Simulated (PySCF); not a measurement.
# Nuclear quadrupole coupling in 3-aminophenylacetylene

Compound: 3-aminophenylacetylene, C₈H₇N.
Structure used (GFN2-xTB), in Å, numbered top down from 1:
```
atom  x, y, z in Å
C1     3.551   -0.736   -0.377
C2     2.415   -0.377   -0.234
C3     1.074    0.050   -0.071
C4     0.782    1.409    0.049
C5    -0.533    1.808    0.198
C6    -1.555    0.879    0.229
C7    -1.274   -0.485    0.113
N8    -2.284   -1.421    0.217
C9     0.049   -0.889   -0.040
H10    4.545   -1.050   -0.501
H11    1.582    2.134    0.022
H12   -0.766    2.859    0.288
H13   -2.580    1.200    0.344
H14   -3.218   -1.094    0.032
H15   -2.081   -2.338   -0.146
H16    0.284   -1.940   -0.135
```

Field gradients from the PBE0/pcSseg-1 density (PySCF, non-relativistic), principal values in atomic units, ordered |Vxx| ≤ |Vyy| ≤ |Vzz|:

| atom | Vxx | Vyy | Vzz |
| --- | --- | --- | --- |
| N8 | 0.5153 | 0.6177 | -1.1329 |

Question: Find the asymmetry η = (Vxx − Vyy)/Vzz and the couplings χ = eQV/h (234.96 MHz × Q in barn × V in au), with Q(14N) = 0.02044 b.

Answer: 
```csv
atom,environment,nucleus,η,χzz (MHz),χxx (MHz),χyy (MHz)
N8,aniline-type nitrogen,14N,0.09,-5.44,2.47,2.97
```

Question: What is Vzz at N8 in SI units (1 au = 9.71736 × 10²¹ V/m²)?

Answer: -1.1329 au = -11.009 × 10²¹ V/m².

Question: What couplings would deuterons (Q(2H) = 0.00286 b) have in place of the hydrogens, at this geometry?

Answer: 
```csv
atom,bonded to,bond length (Å),Vzz (au),η,χzz (kHz)
H10,C1,1.049,0.3973,0.00,267
H11,C4,1.079,0.3278,0.08,220
H12,C5,1.080,0.3264,0.06,219
H13,C6,1.081,0.3280,0.10,220
H14,N8,1.007,0.4152,0.20,279
H15,N8,1.007,0.4143,0.20,278
H16,C9,1.081,0.3246,0.10,218
```

Isolated species at its GFN2-xTB geometry, gas phase. GFN2-xTB bond lengths can be off by several hundredths of an ångström, more for odd bonds, and the gradients follow them. A larger basis could move these couplings by a tenth or more.

These values come from a run that also computed NMR shieldings. Time: 35 s; peak memory 0.83 GiB. Hardware: Arm Neoverse V1, one thread, no GPU, shared host.
